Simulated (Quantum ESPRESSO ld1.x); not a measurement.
Task: The aim is neutral helium in [He]. What will ld1.x (Quantum ESPRESSO 7.5) do with this input?

```
 &input
    zed=2.0,
    iswitch=1,
    rel=1,
    lsd=1,
    dft='SLA-VWN',
    config='[He]',
    rmax=1000.0,
    prefix='ld1',
    max_out_wfc=37,
    file_charge='ld1.rho',
 /
```

Result: Harmless. The energy moves by less than 1e-5 hartree against the default mesh (-2.8350 hartree).

Output (excerpt):

```
     Program LD1 v.7.5 starts

     --------------------------- All-electron run ----------------------------

     scalar relativistic calculation

     atomic number is  2.00
     dft =SLA-VWN   lsd =1 sic =0 latt =0  beta=0.20 tr2=1.0E-14
     Exchange-correlation= SLA-VWN
                           (   1   2   0   0   0   0   0)
     mesh =1951 r(mesh) = 999.09795 a.u. xmin = -8.00 dx = 0.00800
     1 Ry =  13.60569312 eV, c = 137.03599908

     n l     nl                  e(Ry)          e(Ha)          e(eV)
     1 0     1S 1( 1.00)        -1.1409        -0.5704       -15.5225
     1 0     1S 2( 1.00)        -1.1409        -0.5704       -15.5225

     final scf error:  1.8E-15 reached in  26 iterations

     Etot =      -5.669931 Ry,      -2.834966 Ha,     -77.143345 eV
     Total magnetization:    0.00 Bohr mag.

     Ekin =       5.536579 Ry,       2.768290 Ha,      75.328995 eV
     Encl =     -13.252237 Ry,      -6.626119 Ha,    -180.305876 eV
     Eh   =       3.992464 Ry,       1.996232 Ha,      54.320237 eV
     Exc  =      -1.946737 Ry,      -0.973368 Ha,     -26.486701 eV
```

Run on one thread of a shared host, so times are rough (Intel(R) Xeon(R) Processor @ 2.60GHz): 0.54 s of CPU time, 0.56 s wall, 26 iterations on 1951 mesh points.
